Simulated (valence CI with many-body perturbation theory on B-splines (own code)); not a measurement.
E1 line list for Sc

Method: relativistic CI+MBPT: three valence electrons over a frozen Dirac-Fock core [Ar], a basis of 9 s, 9 p, 10 d, 8 f, 5 g, 3 h, 1 i functions for each j, with the one-electron correlation potential Σ1 (screened to all orders), the two-electron term Σ2, the three-electron term Σ3, Breit, model QED; selected single and double excitations, second order for the rest (own B-spline code, finite nucleus).

Set against measurement, 36 paired levels are off by 392 cm⁻¹ on average, the worst by 1105. These come from a selection out of the NIST Handbook of Basic Atomic Spectroscopic Data. Levels without a partner in it may be off by more, other configurations by 1,000 to 4,000 cm⁻¹.

Lines 151 to 188 of 188 in falling wavelength, among levels below 33373 cm⁻¹, chosen from the strongest by gf and those to the six lowest levels. Wavelengths and rates use the calculated energies, so an error of 400 cm⁻¹ moves a line at 411.1 nm by 1.6 % and its rate by three times that or more. Electric multipoles are in the length gauge, E1 and E2 with the static RPA response of the core. Weak lines are less certain than strong ones. Lines between different terms over intervals too small for the method are left out, as are lines whose strength nearly cancels and 39 of this kind that miss the measured wavelength by over 7 %. Where a level lies close to another of its J and parity, the split of strength between their lines is uncertain. The highest levels of a list are the least certain.

Names give the largest LS component (configuration and term), which can be under half, so a name can repeat, a term be missing and a line seem to break the LS rules; names also repeat where a configuration has a term twice. Letters in brackets count levels of one name in rising energy.

```tsv
λ vac (nm)	λ from measured levels	Upper	Lower	A (s⁻¹)	log gf	Branch %
449.5		3d²4p ²D°_5/2	3d²4s ⁴F_7/2	8.43e+04	-2.81	0.1
448.4		3d²4p ²D°_5/2	3d²4s ⁴F_5/2	8.61e+03	-3.81	0.0
447.6		3d²4p ²D°_5/2	3d²4s ⁴F_3/2	4.06e+02	-5.14	0.0
411.1	404.9	3d4s4p ²D°_3/2 [b]	3d4s² ²D_5/2	1.77e+07	-0.75	10.3
409.1	408.4	3d4s4p ²P°_3/2 [b]	3d4s² ²D_5/2	4.40e+07	-0.35	85.2
408.6	402.5	3d4s4p ²D°_5/2 [b]	3d4s² ²D_5/2	1.56e+08	0.37	90.8
408.3	402.2	3d4s4p ²D°_3/2 [b]	3d4s² ²D_3/2	1.53e+08	0.19	89.1
406.4	405.6	3d4s4p ²P°_1/2 [b]	3d4s² ²D_3/2	5.14e+07	-0.59	97.9
406.3	405.6	3d4s4p ²P°_3/2 [b]	3d4s² ²D_3/2	6.58e+06	-1.19	12.7
405.8	399.8	3d4s4p ²D°_5/2 [b]	3d4s² ²D_3/2	1.48e+07	-0.66	8.6
399.5	393.4	3d4s4p ²F°_5/2 [b]	3d4s² ²D_5/2	1.35e+07	-0.71	8.2
397.4	391.3	3d4s4p ²F°_7/2 [b]	3d4s² ²D_5/2	1.61e+08	0.48	98.4
396.8	390.9	3d4s4p ²F°_5/2 [b]	3d4s² ²D_3/2	1.47e+08	0.32	90.2
360.4	346.6	3d²4p ⁴G°_5/2	3d4s² ²D_5/2	1.09e+04	-3.89	0.0
359.4	345.7	3d²4p ⁴G°_7/2	3d4s² ²D_5/2	6.72e+04	-2.98	0.1
358.2	344.6	3d²4p ⁴G°_5/2	3d4s² ²D_3/2	1.47e+05	-2.77	0.3
334.0		3d²4p ⁴F°_3/2	3d4s² ²D_5/2	5.49e+03	-4.43	0.0
333.5		3d²4p ⁴F°_5/2	3d4s² ²D_5/2	1.63e+04	-3.79	0.0
332.8		3d²4p ⁴F°_7/2	3d4s² ²D_5/2	1.45e+04	-3.71	0.0
332.1		3d²4p ⁴F°_3/2	3d4s² ²D_3/2	5.48e+04	-3.44	0.1
331.6		3d²4p ⁴F°_5/2	3d4s² ²D_3/2	2.17e+04	-3.67	0.0
326.4	327.5	3d4s4p ²P°_3/2 [c]	3d4s² ²D_5/2	2.69e+08	0.23	90.1
326.0	327.1	3d4s4p ²P°_1/2 [c]	3d4s² ²D_3/2	2.99e+08	-0.02	99.9
324.6	325.7	3d4s4p ²P°_3/2 [c]	3d4s² ²D_3/2	2.92e+07	-0.73	9.8
317.6		3d²4p ⁴D°_3/2	3d4s² ²D_5/2	3.79e+04	-3.64	0.0
317.3		3d²4p ⁴D°_5/2	3d4s² ²D_5/2	2.11e+05	-2.72	0.2
316.7		3d²4p ⁴D°_7/2	3d4s² ²D_5/2	1.52e+05	-2.74	0.1
316.2		3d²4p ⁴D°_1/2	3d4s² ²D_3/2	1.73e+05	-3.28	0.2
315.9		3d²4p ⁴D°_3/2	3d4s² ²D_3/2	1.86e+05	-2.95	0.2
315.6		3d²4p ⁴D°_5/2	3d4s² ²D_3/2	1.22e+04	-3.96	0.0
314.3		3d²4p ²G°_7/2	3d4s² ²D_5/2	3.46e+04	-3.39	0.1
309.5		3d²4p ²F°_5/2	3d4s² ²D_5/2	1.08e+07	-1.03	6.5
308.4		3d²4p ²F°_7/2	3d4s² ²D_5/2	1.00e+08	0.06	60.7
307.9		3d²4p ²F°_5/2	3d4s² ²D_3/2	8.94e+07	-0.12	54.2
305.7		3d²4p ²D°_3/2	3d4s² ²D_5/2	7.04e+06	-1.40	5.0
304.8		3d²4p ²D°_5/2	3d4s² ²D_5/2	5.70e+07	-0.32	40.4
304.1		3d²4p ²D°_3/2	3d4s² ²D_3/2	5.92e+07	-0.48	41.6
303.3		3d²4p ²D°_5/2	3d4s² ²D_3/2	8.27e+06	-1.16	5.9
```

(1) How does gf follow from A for the line at 303.3 nm?

## Answers

(1) gf = 1.4992 × (2J+1)_upper × A / σ², with σ = 32974 cm⁻¹ and 2J+1 = 6: gf = 0.0684.
